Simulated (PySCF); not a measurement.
CH11NOSi3, SMILES C[Si@@H]([SiH3])O[SiH2]N.

Geometry optimised at B3LYP-D3(BJ)/def2-SVP. The structure was generated by enumeration; whether it is a known compound was not checked. One conformer was computed; it need not be the lowest.

All values below come from ωB97X/def2-TZVP (PySCF).

- total energy: -1043.35500 hartree
- highest occupied level: -9.94 eV
- lowest empty level: 2.20 eV
- orbital gap: 12.14 eV
- dipole moment: 0.97 D
- quadrupole, principal values (traceless, Buckingham form, about the centre of nuclear charge): -6.34, 1.34, 5.00 D·Å
